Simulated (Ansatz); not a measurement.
Reaction (hydrogen abstraction from the Si–H bond): `O[SiH](O)O` + `[CH3]`• → `O[Si](O)O`• + CH₄

Gas-phase electronic energies from Ansatz, PBE0-D4/def2-TZVP geometries. CBS: MP2 limit from def2 TZ/QZ plus the TZ coupled-cluster correction, frozen cores. This one scheme is used for every species. Functionals use def2-TZVPP. Open shells (•) are unrestricted, without spin–orbit coupling. One conformer a species, not always the lowest.

```csv
level,ΔE (kJ/mol)
revPBE-D4,-59.8
BLYP-D4,-53.5
r2SCAN0-D4,-37.7
CAM-B3LYP-D4,-41.0
PBE-QIDH,-42.6
PBE,-63.7
BHLYP,-29.9
CCSD/CBS(def2),-33.6
```

What does CCSD(T)/CBS give? (Best estimate.)

Computed: -38.3 kJ/mol. The listed levels differ from it by -21.5, -15.2, 0.6, -2.7, -4.3, -25.4, 8.4, 4.7 kJ/mol.

Largest T1 diagnostic among the species: 0.014.

From BLYP to BHLYP (50 % exact exchange), in def2-TZVPP and without D4, ΔE moves by +24.5 kJ/mol. In def2-TZVPP, CCSD(T) changes the Hartree–Fock value by −29.3 kJ/mol (the triples alone add −4.7 kJ/mol) and MP2 by −37.9 kJ/mol.
